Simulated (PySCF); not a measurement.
An excited-state job on `O=CNC1CC=CC1`.

Computed with TDDFT CAM-B3LYP/def2-SVPD, vertical, gas phase, core orbitals frozen in the response (PySCF 2.14.0, density-fitted response routines). Geometry: GFN2-xTB. The input is one job of a driver script: a line of settings, then coordinates in Å.

Command:
```bash
OMP_NUM_THREADS=1 python probes_run.py task.json out
```

Input:
```
{"job": {"kind": "uv", "xc": "CAM-B3LYP", "basis": "def2-SVPD", "nstates": 8, "ntriplets": 3}, "charge": 0, "multiplicity": 1}
O      3.000999     0.565592    -1.027255
C      2.638310     0.021325    -0.015021
N      1.360655    -0.178445     0.349871
C      0.234385     0.249733    -0.454124
C     -0.664276    -0.950898    -0.817830
C     -1.817479    -0.835309     0.133202
C     -1.823906     0.324864     0.766309
C     -0.678444     1.198256     0.350634
H      3.348242    -0.378380     0.734806
H      1.147924    -0.645208     1.217016
H      0.668364     0.730988    -1.332211
H     -1.013455    -0.880739    -1.850346
H     -0.128712    -1.896294    -0.714473
H     -2.540064    -1.625601     0.237875
H     -2.552961     0.657599     1.484174
H     -1.036921     2.020437    -0.272639
H     -0.149661     1.634111     1.200102
```

Output:
```
coarse grid: 14248 points
cycle   1  E = -363.3652828266  dE =  1.558e+00  |g| = 8.423e-01  |ddm| = 7.311e+00
cycle   2  E = -363.0877894159  dE =  2.775e-01  |g| = 1.499e+00  |ddm| = 2.988e+00
cycle   3  E = -363.5176745202  dE = -4.299e-01  |g| = 1.111e-01  |ddm| = 1.978e+00
cycle   4  E = -363.5196816944  dE = -2.007e-03  |g| = 6.649e-02  |ddm| = 2.860e-01
cycle   5  E = -363.5206149030  dE = -9.332e-04  |g| = 1.011e-02  |ddm| = 1.133e-01
cycle   6  E = -363.5206392746  dE = -2.437e-05  |g| = 4.322e-03  |ddm| = 2.812e-02
cycle   7  E = -363.5206442651  dE = -4.991e-06  |g| = 9.468e-04  |ddm| = 1.192e-02
final grid: 137800 points
cycle   8  E = -363.5951340562  dE = -4.276e-05  |g| = 4.244e-03  |ddm| = 1.135e-01
cycle   9  E = -363.5951321620  dE =  1.894e-06  |g| = 5.530e-03  |ddm| = 2.013e-02
cycle  10  E = -363.5951385176  dE = -6.356e-06  |g| = 8.733e-04  |ddm| = 8.501e-03
cycle  11  E = -363.5951386647  dE = -1.471e-07  |g| = 2.744e-04  |ddm| = 1.587e-03
cycle  12  E = -363.5951386809  dE = -1.617e-08  |g| = 7.565e-05  |ddm| = 8.007e-04
cycle  13  E = -363.5951386823  dE = -1.340e-09  |g| = 1.817e-05  |ddm| = 1.485e-04
cycle  14  E = -363.5951386824  dE = -1.185e-10  |g| = 8.002e-06  |ddm| = 7.160e-05
converged SCF energy = -363.5951386824

Static polarisability (au): isotropic 78.411, principal 67.504 75.952 91.778

Singlet excitations
state   eV       nm        f      main configurations
  1   5.8412    212.3   0.00128   H-2->L+3 0.70, H-2->L+4 0.13
  2   6.8632    180.7   0.00097   H-1->L 0.78, H-1->L+2 0.15
  3   6.8702    180.5   0.01012   H->L 0.80, H->L+2 0.11
  4   7.1802    172.7   0.07772   H-2->L 0.43, H-1->L+3 0.22, H-2->L+2 0.11
  5   7.2027    172.1   0.24298   H->L+1 0.92
  6   7.4441    166.6   0.09715   H-1->L+1 0.71, H-2->L 0.13
  7   7.6557    162.0   0.16602   H-1->L+3 0.61, H-1->L+1 0.12
  8   7.8399    158.1   0.00158   H-1->L+2 0.51, H-1->L+5 0.20, H-1->L 0.09

Triplet excitations (Tamm-Dancoff, eV): 4.4185 5.3358 5.4043
```

The SCF starts on a coarse grid where the log names one; the energy can jump when the final grid takes over, and dE then counts from the start density on the new grid. H and L stand for HOMO and LUMO; the number after each pair is its weight.

**Question.** Which computed singlet has the largest oscillator strength, and what do all of them sum to?

**Answer.** State 5 at 7.20 eV (172 nm), f = 0.243; the 8 states sum to 0.598.

**Question.** Give S1 in cm⁻¹ and kJ/mol.

**Answer.** 5.8412 eV × 8065.54 = 47112 cm⁻¹; × 96.485 = 563.6 kJ/mol.

In short: HOMO -8.70 eV, LUMO 1.10 eV; lowest singlet 5.84 eV; lowest triplet 4.42 eV (Tamm–Dancoff); mean polarisability 78.4 au.

The run took 63 s wall on one thread of an Intel Xeon Platinum 8375C at 2.90 GHz, shared host, and the process peaked at 1.1 GiB of memory.

One conformer stands for the species.
Labels such as C1 count atoms from 1, the log's own numbers from 0.
